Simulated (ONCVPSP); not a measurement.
# Before and after: ONCV potential for As

ONCVPSP 4.0.1 input, shortened (lines: element, Z, core and valence counts, functional; n l f; lmax; l rc ep ncon nbas qcut; lloc lpopt rc5 dvloc0; l nproj debl; icmod fcfact rcfact), PBE, scalar-relativistic:

```
  As 33.00    3    5        4      upf
    1    0    2.00
    2    0    2.00
    2    1    6.00
    3    0    2.00
    3    1    6.00
    3    2   10.00
    4    0    2.00
    4    1    1.00
    2
    0    1.15    0.00    5   10   11.50
    1    0.85    0.00    4    7   19.70
    2    0.65    0.00    3    7   24.20
    4    5    0.55    2.00
    0    2    2.50
    1    2    1.50
    2    3    2.10
    3    2.00    1.10
```

In the d channel the program set the typed energies aside and used -2.276, 0.250, 2.350 Ha.

All-electron outer shells of the reference configuration (PBE, scalar-relativistic, ld1.x):

```tsv
shell	level (eV)	outermost node (bohr)	outermost maximum (bohr)
2s	-1508.22	0.06	0.17
2p	-1325.14	–	0.14
3s	-211.66	0.25	0.52
3p	-155.03	0.22	0.52
3d	-61.94	–	0.47
4s	-33.45	0.73	1.57
4p	-22.67	0.77	1.83
```

Change: p: rc 0.76.

Cutoffs: the cutoffs (Ha) at which the residual kinetic energy of the hardest occupied pseudo-wave falls to 1 and 0.1 mHa per electron; they do not see the model core or the augmentation charge, which bear on the density cutoff. Errors are all-electron minus pseudo energies relative to the spin-unpolarised reference configuration.

Q: What does the change do?

A: The potential gets neither clearly harder nor softer (220 Ha and 248 Ha → 220 Ha and 248 Ha); the d channel sets the loose cutoff, while the largest relative change is in p, which becomes harder; the errors of the 4 common tests hardly move; neither file shows a bound ghost.

| quantity | base | changed |
| --- | --- | --- |
| cutoff, loose | 220 Ha | 220 Ha |
| cutoff, tight | 248 Ha | 248 Ha |
| loose cutoff by channel | s 45 Ha, p 65 Ha, d 220 Ha | s 45 Ha, p 107 Ha, d 220 Ha |
| bound ghosts | none | none |
| GHOST(+) flags under 300 eV | none | none |
| error for 3s2 3p6 3d10 4s2 4p3, meV [ΔE -27.07 eV] | +2.6 | +2.5 |
| error for 3s2 3p6 3d10 4s2 4p2, meV [ΔE -17.92 eV] | +1.7 | +1.7 |
| error for 3s2 3p6 3d10 4s2 4p0, meV [ΔE 27.70 eV] | -2.4 | -2.4 |
| error for 3s1 3p6 3d10 4s2 4p3, meV [ΔE 174.20 eV] | -275 | -280 |
| s: phases at 1.17 bohr within 0.05 rad from the reference energy up to (Ha; the scan ends near 5) | to the end of the scan | to the end of the scan |
| d: phases at 0.66 bohr within 0.05 rad from the reference energy up to (Ha; the scan ends near 5) | to the end of the scan | to the end of the scan |
| rms error of d²Exc/dni dnj with the model core, mHa | 1.72 | 1.71 |
